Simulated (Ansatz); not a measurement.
Cl2FSb (`[F][Sb]([Cl])[Cl]`). Charge 0, multiplicity 1. Correlated methods include outer-core shells of Sb, which these sets cover unevenly. Sb: def2 effective core potential.

```xyz
4

F     0.457    1.359    0.941
Sb    0.538    0.241   -0.591
Cl    0.765   -1.753    0.588
Cl   -1.761    0.153   -0.938
```

Q: Give the diagnostics of a CCSD(T)/def2-TZVPP run (frozen core, Ansatz 0.2.0). (An estimate is asked.)

A: Computed: T1 = 0.0136, largest single amplitude 0.030, largest double 0.046, (T) share of the correlation energy 3.6 %, 10 CCSD cycles. The RHF solution is stable towards an unrestricted one. T1 lies under the customary mark of 0.02 for closed shells.
